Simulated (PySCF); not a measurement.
Match the calculated data to a structure.

All candidates are C5H4O2S.

| technique | computed result |
| --- | --- |
| 13C NMR | chemical shifts (computed TMS as zero) by class: 164.0 (1 C), 160.6 (1 C), 130.2 (1 C), 123.1 (1 C), 119.9 (1 C) ppm [GIAO PBE0/pcSseg-1] |
| Rotational structure | rotational constants A, B, C: 4.256, 1.285, 0.987 GHz [GFN2-xTB] |
| Triplet | lowest triplet excitation (Tamm–Dancoff): 3.69 eV [TDA wB97X-D/def2-SVPD] |
| UV, first state | lowest singlet excitation: 5.37 eV (231 nm, f = 0.219) [TDDFT wB97X-D/def2-SVPD] |
| 1H NMR | chemical shifts (computed TMS as zero) by class: 8.18 (1 H), 8.13 (1 H), 7.03 (1 H), 6.73 (1 H) ppm [GIAO PBE0/pcSseg-1] |
| NMR, other nuclei | isotropic shieldings of nuclei other than C and H, by class: -120 (1 O), 98 (1 O), 301 (1 S) ppm [GIAO PBE0/pcSseg-1] |
| Polarisability | 80.8 au [wB97X-D/def2-SVPD] |
| Dipole | 1.35 D [wB97X-D/def2-SVPD] |

Electronic properties: PySCF, gas phase, density fitting. Levels stand in brackets. One conformer (not necessarily the lowest) at the GFN2-xTB geometry, without solvent, vibrations or thermal averaging. NMR classes are plain means over equivalent atoms (diastereotopic ones count apart unless rotation or inversion swaps them), as if these changed places fast.

Question: Which candidate is it?
A. `O=c1ccsc(O)c1`
B. `O=COc1ccsc1`
C. `O=COc1cccs1`

Answer: C. It is `O=COc1cccs1`. Numbering: `[O:1]=[CH:2][O:3][c:4]1[cH:5][cH:6][cH:7][s:8]1`. Its formula, C5H4O2S, gives 4 degrees of unsaturation: 1 ring and 3 π bonds in the structure found (Kekulé form). 5 carbons fall into 5 classes; from least to most shielded: aromatic carbon bearing oxygen [C4] (164.0 ppm), ester carbonyl carbon [C2] (160.6 ppm), aromatic CH carbon [C6] (130.2 ppm), aromatic CH next to a ring sulfur [C7] (123.1 ppm), aromatic CH carbon [C5] (119.9 ppm). Hydrogen classes from least to most shielded: 1 H on an ester carbonyl carbon, C2 (8.18 ppm), 1 H on an aromatic CH carbon, C5 (8.13 ppm), 1 H on an aromatic CH carbon, C6 (7.03 ppm), 1 H on an aromatic CH next to a ring sulfur, C7 (6.73 ppm). The other shieldings belong to: -120 ppm, ester carbonyl oxygen [O1]; 98 ppm, ester single-bonded oxygen [O3]; 301 ppm, thiophene-type sulfur [S8]. The optimised geometry has point group Cs and is an asymmetric top.

The others, at the same levels:
- `O=c1ccsc(O)c1` fails: its computed 13C shifts are 182.0 (1 C), 173.4 (1 C), 136.9 (1 C), 136.2 (1 C), 114.3 (1 C) ppm, 1H shifts are 7.12 (1 H), 6.85 (1 H), 6.16 (1 H), 4.79 (1 H) ppm and rotational constant A is 2.915 GHz (against 4.256 GHz).
- `O=COc1ccsc1` fails: its computed 13C shifts are 161.0 (1 C), 154.6 (1 C), 132.9 (1 C), 126.3 (1 C), 119.2 (1 C) ppm, 1H shifts are 8.64 (1 H), 8.23 (1 H), 7.17 (1 H), 6.93 (1 H) ppm and rotational constant A is 5.437 GHz (against 4.256 GHz).

Each candidate is one conformer, not necessarily the lowest. Dipoles, sizes and rotational constants follow the conformer. The torsions of the flexible species, by atom-mapped SMILES:
- `[O:1]=[CH:2][O:3][c:4]1[cH:5][cH:6][cH:7][s:8]1`: O1–C2–O3–C4 0°, C2–O3–C4–C5 0°
- `[O:1]=[c:2]1[cH:3][cH:4][s:5][c:6]([OH:7])[cH:8]1`: H–O7–C6–S5 180°
- `[O:1]=[CH:2][O:3][c:4]1[cH:5][cH:6][s:7][cH:8]1`: O1–C2–O3–C4 0°, C2–O3–C4–C5 6°
